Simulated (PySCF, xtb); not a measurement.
OZn, SMILES [O]=[Zn].

GFN2-xTB run with xtb at its own geometry gives an orbital gap of 2.42 eV and a dipole moment of 4.70 D.

The structure is a stationary point at PBE0-D3(BJ)/def2-TZVPD.

Q: What does B3LYP/def2-TZVPD (PySCF) give? (The exact figures need the calculation; the answer reports its results.)

A: gap 2.41 eV (levels -6.99 and -4.58 eV), dipole 5.73 D.
